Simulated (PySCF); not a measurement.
## Radial density of Xe (xenon, neutral)

UHF, [Xe], closed-shell 1S. Computed with PySCF 2.14 in aug-cc-pVTZ-PP with one added diffuse shell each of d, f type with ECP28MDF (6s5p5d3f, 67 functions), with a scalar-relativistic core potential. This is the valence pseudo-density: the core potential removes the inner electrons and smooths the orbitals near the nucleus.

```
r (bohr)  4πr²ρ (e/bohr)
 0.00118       1.564e-05
 0.00199       4.385e-05
 0.00335       0.0001209
 0.00564       0.0003195
 0.00948       0.0007625
  0.0159        0.001536
  0.0268        0.002634
  0.0451        0.003581
  0.0759        0.006253
   0.128         0.03386
   0.215          0.3799
   0.361           5.269
   0.607           27.40
    1.02           15.16
    1.72           5.493
    2.89           2.018
    4.86          0.1232
    8.18       0.0003431
```

Energies and moments cover only the electrons outside the core potential.
